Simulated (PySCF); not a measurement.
Isomers of CH9NSi2. All species are isolated molecules in the gas phase. One relaxed conformer stands for each flexible species; it need not be the lowest. Strings in code marks are SMILES.

All values below come from PBE-D3(BJ)/def2-TZVP // PBE0-D4/def2-TZVP (PySCF). Delta-SCF ions had no search for a lower state. Excitations are Tamm–Dancoff values on a coarser integration grid. The basis has no diffuse functions, so Rydberg states are missing or too high.

```
species                                     S1–T1 gap (TDA) (eV)  vertical ionisation energy (Delta-SCF) (eV)  HOMO (eV)  LUMO (eV)
------------------------------------------  --------------------  -------------------------------------------  ---------  ---------
`C[Si@@H](N)[SiH3]`                                         0.34                                         8.73      -5.79      -0.69
`N([SiH3])[SiH2]C` (C–Si–N–Si torsion 75°)                  0.29                                         8.95      -6.04      -0.66
`N[SiH2][SiH2]C`                                            0.35                                         8.84      -5.86      -0.79
`[SiH2](CN)[SiH3]`                                          0.17                                            –      -5.58      -0.61
`[SiH3]N([SiH3])C`                                          0.24                                         8.73      -5.79      -0.75
`[SiH3]CN[SiH3]` (Si–C–N–Si torsion 155°)                   0.24                                         8.60      -5.52      -0.63
```
